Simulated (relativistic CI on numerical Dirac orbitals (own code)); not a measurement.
## V II: calculation against measurement

Calculated at this level of theory: Dirac-Coulomb-Breit CI, separate exchange-only KLI orbitals for each configuration, model QED, valence Slater integrals scaled by 0.85, configuration energies shifted to the measured levels that pair with them (semi-empirical) (own radial code, finite nucleus).

Configuration list (outside the closed core [Ar]): 3d4, 3d3 4s, 3d3 4p, 3d2 4s2, 3d2 4s 4p, 3d3 5s, 3d3 4d, 3d3 5p, 3d3 4f, 3d3 5d, 3d3 5f, 3d3 5g, 3d2 4p2, 3d2 4s 5s. Levels of other configurations are missing.

```
Configuration  Term (tabulated)  J  Measured (cm⁻¹)  Computed  Error  Purity (%)
          3d4              a 5D  0              0.0         0      0          99
          3d4              a 5D  1             36.0        30     -6          99
          3d4              a 5D  2            106.6        88    -18          99
          3d4              a 5D  3            208.9       174    -35          99
          3d4              a 5D  4            339.2       283    -56          99
       3d3 4s              a 5F  1           2604.9      2608      3         100
       3d3 4s              a 5F  2           2687.1      2684     -3         100
       3d3 4s              a 5F  3           2808.8      2796    -13         100
       3d3 4s              a 5F  4           2968.3      2944    -25         100
       3d3 4s              a 5F  5           3162.8      3124    -38         100
       3d3 4s              a 3F  2           8640.3      9236    596          91
       3d3 4s              a 3F  3           8842.0      9424    582          91
       3d3 4s              a 3F  4           9097.8      9663    565          91
       3d3 4p             z 5G°  2          34592.8     34593      0         100
       3d3 4p             z 5G°  3          34745.7     34729    -16         100
       3d3 4p             z 5G°  4          34946.6     34909    -37         100
       3d3 4p             z 5G°  5          35193.1     35130    -63         100
       3d3 4p             z 5G°  6          35483.4     35391    -92         100
       3d3 4p             z 5F°  2          36673.5     36763     89          89
       3d3 4p           z 5F° †  3          36919.2     36914     -5          95
       3d3 4p           z 5F° †  1          36954.6     36648   -306          83
       3d3 4p             z 5F°  4          37150.5     37086    -65          98
       3d3 4p             z 5D°  0          37201.3     37223     22          99
       3d3 4p             z 5D°  1          37259.4     37319     60          66
       3d3 4p             z 5F°  5          37352.4     37273    -79          99
       3d3 4p             z 5D°  2          37369.0     37217   -152          56
       3d3 4p           z 5D° †  3          37520.6     37353   -168          78
       3d3 4p           z 5D° †  4          37531.1     37546     15          99
       3d3 4p             z 3G°  3          39234.1     39961    727          99
       3d3 4p             z 3G°  4          39403.7     40125    721          99
       3d3 4p             z 3G°  5          39613.0     40326    713          99
       3d3 4p             z 3F°  2          40001.7     40539    537          97
       3d3 4p             z 3F°  3          40195.5     40720    525          97
       3d3 4p             z 3F°  4          40430.0     40943    513          97
```

Measured levels from NIST Handbook of Basic Atomic Spectroscopic Data (Sansonetti and Martin, J. Phys. Chem. Ref. Data 34, 1559 (2005)); pairs were made by configuration, J and term (by order where the table uses no LS term), so strongly mixed levels may be paired wrongly.

Mean error by configuration (cm⁻¹): 3d4 -29; 3d3 4s 208; 3d3 4p 200. Over the excited levels the mean absolute error is 219 cm⁻¹ (33 of the 33 excited levels that our extract of the source holds in range could be paired), and the median relative error of those above 1,000 cm⁻¹ is 0.41 %, both after the shifts were fitted to these levels, so that a configuration with one level shows no error. † marks terms whose computed intervals miss the measured ones by more than a factor of 2.5, or configurations far off the rest, from wrong mixing, a near crossing or a doubtful label or measurement; they are left out of the means.

Transition probabilities of persistent lines. The last column rescales the computed rate by the cube of measured over computed energy:

```csv
λ measured (Å),Lower,Upper,A tabulated (s⁻¹),A computed,A rescaled
2687.95 air,3d4 a 5D_4,3d3 4p z 5D°_4,7.67e+07,9.34e+07,9.28e+07
2700.94 air,3d4 a 5D_4,3d3 4p z 5F°_5,3.45e+07,3.63e+07,3.64e+07
2893.31 air,3d3 4s a 5F_4,3d3 4p z 5D°_3,1.10e+08,1.31e+08,1.33e+08
2908.81 air,3d3 4s a 5F_5,3d3 4p z 5D°_4,1.54e+08,2.20e+08,2.19e+08
2924.02 air,3d3 4s a 5F_5,3d3 4p z 5F°_5,1.73e+08,2.25e+08,2.26e+08
2924.63 air,3d3 4s a 5F_4,3d3 4p z 5F°_4,1.21e+08,1.65e+08,1.66e+08
3093.10 air,3d3 4s a 5F_5,3d3 4p z 5G°_6,2.10e+08,2.39e+08,2.40e+08
3102.29 air,3d3 4s a 5F_4,3d3 4p z 5G°_5,1.77e+08,2.11e+08,2.12e+08
3110.71 air,3d3 4s a 5F_3,3d3 4p z 5G°_4,1.68e+08,1.90e+08,1.90e+08
3118.38 air,3d3 4s a 5F_2,3d3 4p z 5G°_3,1.54e+08,1.76e+08,1.77e+08
3125.28 air,3d3 4s a 5F_1,3d3 4p z 5G°_2,1.51e+08,1.78e+08,1.78e+08
3190.69 air,3d3 4s a 3F_4,3d3 4p z 3F°_4,3.30e+07,1.37e+08,1.38e+08
3276.13 air,3d3 4s a 3F_4,3d3 4p z 3G°_5,5.20e+07,1.92e+08,1.89e+08
```

Configurations whose levels could be paired with our table of measured levels were shifted onto them, all but the ground configuration, by the median error of their levels; single terms can still be off by 1,000 to 2,000 cm⁻¹ or more, and rates follow the energies as ν³ (E1, M1) or ν⁵ (E2). The others borrow a shift and can be off by several thousand cm⁻¹ or more. The fine structure of a lone outer electron comes out too small, for d and f at times inverted, and misplaced configurations move strength between like terms. 33 of the 33 excited levels that our extract of the measured tables holds in this range could be paired (the sources list more); they are missed by 208 cm⁻¹ on average and 727 at most, after the shifts were fitted to these levels, and levels without a partner can miss by more.

Shifts applied (cm⁻¹): 3d4 0; 3d3 4s 1707; 3d3 4p 3171.
